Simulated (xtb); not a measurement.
C₄H₄F₂O₂, SMILES O=C[C@@H]1CC(F)(F)O1. All values are semi-empirical tight-binding results from xtb (GFN2-xTB unless named), good for trends rather than for accurate numbers. Geometry optimised at GFN2-xTB. The structure was generated by enumeration; whether it is a known compound was not checked. One conformer was computed; it need not be the lowest.

Computed properties:
```json
{
 "orbital_gap": "3.64 eV",
 "dipole_moment": "1.80 D",
 "zero_point_energy": "48.1 kcal/mol",
 "G − E(el) at 298.15 K (modified RRHO)": "27.5 kcal/mol",
 "static polarisability (D4 model)": "54.7 bohr³",
 "solvation energy, GFN2-xTB/ALPB(water)": "-3.3 kcal/mol",
 "solvation energy, GFN2-xTB/ALPB(dmso)": "-7.4 kcal/mol"
}
```

Computed IR lines (harmonic; lines under 4 % of the strongest left out, lines within 3 cm⁻¹ merged):
ν (cm⁻¹): 10 (w), 413 (w), 472 (w), 491 (w), 846 (w), 907 (m), 948 (m), 1036 (m), 1056 (m), 1075 (s), 1118 (s), 1124 (vs), 1153 (m), 1186 (w), 1239 (m), 1250 (s), 1328 (w), 1419 (w), 1803 (vs), 2817 (m) (against the strongest line: vs over 80 %, s over 45 %, m over 15 %, w over 4 %, vw less)
